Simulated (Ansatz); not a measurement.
The first iterations of a band of H4OSSi2 (8 atoms, charge 0, multiplicity 1).

The calculation used Ansatz 0.2.0, RKS CAM-B3LYP-D4/def2-SVP.

```
movable images  : 9
climbing image  : yes
spring          : 5.0 eV/Å²
optimiser       : quadratic models (default)
start path      : IDPP
force threshold : 0.05 eV/Å
iteration limit : 6
end points      : relaxed
```

Image 0:

```xyz
8
Properties=species:S:1:pos:R:3
S -2.100 1.381 -0.024
Si -0.029 0.933 0.130
O 0.433 -0.312 1.194
Si 0.966 -0.991 -0.293
H -2.477 0.130 -0.362
H 0.630 2.236 0.376
H 2.432 -1.212 -0.383
H 0.238 -2.223 -0.693
```

Image 10:

```xyz
8
Properties=species:S:1:pos:R:3
S -1.464 1.712 -1.128
Si -0.126 0.883 0.300
O 1.280 0.127 -0.288
Si 0.524 -1.219 0.472
H -1.632 0.567 -1.821
H 0.111 1.966 1.281
H 0.104 -2.288 -0.470
H 1.295 -1.804 1.598
```

| iteration | highest image above the first end (eV) | largest band force component (eV/Å) |
| --- | --- | --- |
| 1 | 1.473 | 1.080 |
| 2 | 1.425 | 0.629 |

Does the band converge within its limit, and where does its top end?

The run converged. It ended after 6 iterations with the highest image 1.373 eV above the first end. Another band between the same ends (9 images) ends at a top of the same energy, where a vibrational analysis finds 1 clearly imaginary mode.

The run took 110 s on 2 threads of Arm Neoverse V2, with other jobs on the host, peak memory 0.22 GiB.
